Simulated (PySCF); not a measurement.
Values are calculated unless marked as measured or tabulated.
## CH2AlF2O2

CH2AlF2O2 is a small molecule (built as: end group CF2), neutral, doublet. The structure, one conformer, was relaxed in the gas phase by PBE0-D3(BJ)/def2-SVP. No frequency run checks that it is a minimum.

SMILES: [OH][Al]([OH])[C](F)F

```csv
atom,x (Å),y (Å),z (Å)
O1,0.393,0.754,-1.796
Al2,-0.214,0.170,-0.333
O3,-1.867,0.210,0.030
C4,1.061,-0.549,0.909
F5,2.367,-0.631,0.738
F6,0.728,-1.044,2.095
H7,-0.120,1.153,-2.499
H8,-2.302,-0.092,0.827
```

EPR values by unrestricted B3LYP, IGLO-III on Al C F O, pcH-1 on H.

(1) Predict g and the largest hyperfine couplings. Where does the spin sit?

(2) How do the isotropic couplings move with BHandHLYP?

## Answers

(1) g = 2.0020, 2.0048, 2.0058. The spin sits on C4 (83 %, bonded to 1 Al + 2 F) by Mulliken populations.
| atom | isotope | isotropic (MHz) | dipolar, principal values (MHz) |
| --- | --- | --- | --- |
| F5 | 19F | 128.1 | -221.5, -203.0, 424.5 |
| F6 | 19F | 125.9 | -217.2, -198.8, 415.9 |
| C4 | 13C | 75.2 | -75.7, -73.8, 149.5 |
| Al2 | 27Al | -59.2 | -10.7, -8.6, 19.3 |
| O3 | 17O | -0.6 | -4.1, 1.7, 2.3 |
| H7 | 1H | -2.0 | -2.1, -1.3, 3.4 |

(2) F5 128.1 to 191.8 MHz, F6 125.9 to 188.5 MHz, C4 75.2 to 111.3 MHz, Al2 -59.2 to -78.6 MHz.

The 2 runs behind this took 82 s in all, one thread each of Arm Neoverse V2 on a shared host, launched as `OMP_NUM_THREADS=1 python cluster_run.py task.json out`.
